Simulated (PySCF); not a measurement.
**Basis and Hamiltonian dependence of the ionisation energy of Ne²⁺**

Ne²⁺ [He] 2s2 2p4 (3P) → Ne³⁺ [He] 2s2 2p3 (4S). All values are computed (PySCF 2.14, energy differences of UHF-based or UKS calculations, no spin-orbit coupling). Values in eV.

```tsv
basis	Hamiltonian	functions	UHF	r2SCAN	PBE0	MP2 (valence)	CCSD(T) (valence)	CCSD(T) (valence and next inner shell)
aug-cc-pwCVDZ	non-relativistic	27	61.655	63.486	63.634	62.472	62.484	62.503
x2c-TZVPall	spin-free X2C	31	61.847	n/a	63.733	63.001	63.053	n/a
dyall-av2z	non-relativistic	42	61.784	63.571	63.698	62.752	62.763	n/a
aug-cc-pVTZ	non-relativistic	46	61.836	63.614	63.730	63.025	63.076	n/a
aug-cc-pVTZ-DK	spin-free X2C	46	61.822	63.602	63.716	63.013	63.063	n/a
x2c-QZVPPall	spin-free X2C	57	61.832	63.609	63.732	63.147	63.202	63.221
aug-cc-pCVTZ-DK	spin-free X2C	59	61.801	63.601	63.712	63.023	63.074	63.109
aug-cc-pwCVTZ	non-relativistic	59	61.803	63.600	63.714	63.036	63.086	63.122
aug-cc-pVTZ with one added diffuse shell each of s, p, d, f type	non-relativistic	62	61.840	63.618	63.733	63.031	63.082	n/a
dyall-acv3z	non-relativistic	76	61.822	63.619	63.734	63.052	63.105	63.134
aug-cc-pVQZ-DK	spin-free X2C	80	61.824	63.613	63.727	63.166	63.218	n/a
aug-cc-pVQZ with one added diffuse shell each of s, p, d, f, g type	non-relativistic	105	61.838	63.625	63.740	63.179	n/a	n/a
aug-cc-pCVQZ-DK	spin-free X2C	109	61.823	63.616	63.728	63.187	n/a	n/a
aug-cc-pV5Z	non-relativistic	127	61.829	63.618	63.740	63.241	n/a	n/a
```

Extrapolation of CCSD(T) (valence) from aug-cc-pVTZ-DK and aug-cc-pVQZ-DK: the correlation parts are 1.241 and 1.394 eV; with the X⁻³ form and unrounded values, (4³ × 1.394 − 3³ × 1.241)/(4³ − 3³) = 1.506 eV, and adding the Hartree-Fock value 61.824 eV of the larger basis gives 63.330 eV.

Extrapolation of MP2 (valence) from aug-cc-pCVTZ-DK and aug-cc-pCVQZ-DK: the correlation parts are 1.222 and 1.364 eV; with the X⁻³ form and unrounded values, (4³ × 1.364 − 3³ × 1.222)/(4³ − 3³) = 1.468 eV, and adding the Hartree-Fock value 61.823 eV of the larger basis gives 63.291 eV.

Frozen in the all-electron rows: valence: 1s2; valence and next inner shell: nothing.

Between the lowest levels the reference is 63.423 eV (measured; NIST Atomic Spectra Database, ionization energies); it includes spin-orbit coupling, which these numbers lack.
